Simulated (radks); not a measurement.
Species: C2+. Configuration: [He] 2s2.

Method: non-relativistic Kohn-Sham, PBE, spin-unpolarised, spherical densities, point nucleus; computed with a radial shooting solver on a logarithmic mesh with Libxc functionals.

Energy parts (Ry):
part                      energy
total                  -72.92217
kinetic                 72.75239
electron-nucleus      -161.02479
Hartree                 24.07087
exchange-correlation    -8.72066

Orbitals (lengths in bohr, moments of r in powers of bohr; r(max) is where P^2 peaks; r(90%) holds 90 % of the orbital's charge):
orbital  occ.  eigenvalue (Ry)  r(max)     <r>    <r^2>  r(90%)
1s          2        -22.66841  0.1741  0.2703  0.09888   0.485
2s          2         -2.96647   1.126   1.362    2.186    2.11
2p          0         -2.33486   1.024   1.320    2.140    2.16

The highest occupied level is 2s at -40.361 eV. Virial ratio -V/T = 2.00233.
